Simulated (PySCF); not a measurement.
O₂P₂, SMILES o1p2op12. Geometry optimised at B3LYP-D3(BJ)/def2-SVP.

TDDFT-CAM-B3LYP/def2-SVPD run with PySCF puts the lowest singlet excitations at 2.28, 2.97, 4.66, 5.17, 5.49, 5.76 eV.

Question: What are the lowest excitation roots from PySCF with ADC(2)/aug-cc-pVDZ? (The exact figures need the calculation; the answer reports its results.)

Answer: 2.36, 3.79, 4.79, 5.01, 5.55, 5.63 eV. S1 differs by 0.08 eV (second minus first; roots are paired by order, and the bases may differ).
